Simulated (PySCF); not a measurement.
**Ne⁺: excitation energy**

Ne⁺ [He] 2s2 2p5 (2P) → Ne⁺ [He] 2s1 2p5 3s1 (4P), as a difference of total energies. Computed with PySCF 2.14 in x2c-TZVPPall with one added diffuse shell each of s, p, d type (6s4p3d1f, 40 functions), with scalar relativity by spin-free X2C-1e. Correlated levels: valence: 1s2 frozen; valence and next inner shell: nothing frozen. The calculations carry no spin-orbit coupling.

```tsv
method	excitation energy (eV)
UHF	52.679
LDA	50.249
PBE	50.310
PBE0	51.208
r2SCAN	51.617
HSE06	51.171
r2SCANh	51.789
BP86	50.468
wB97X-V	51.501
MP2 (valence)	52.442
SCS-MP2 (valence)	52.314
MP2 (valence and next inner shell)	52.416
SCS-MP2 (valence and next inner shell)	52.296
```

Problem. How much does correlation contribute at MP2 (valence and next inner shell)?

Solution. 52.416 − (52.679) = -0.263 eV, measured against UHF.

The upper state lies above the first ionisation limit, where it may autoionise and the basis confines it. A Rydberg-like electron needs more diffuse functions than a valence basis has.

The promoted electron is Rydberg-like, and one or two diffuse shells describe it only roughly, which tends to raise the upper state.
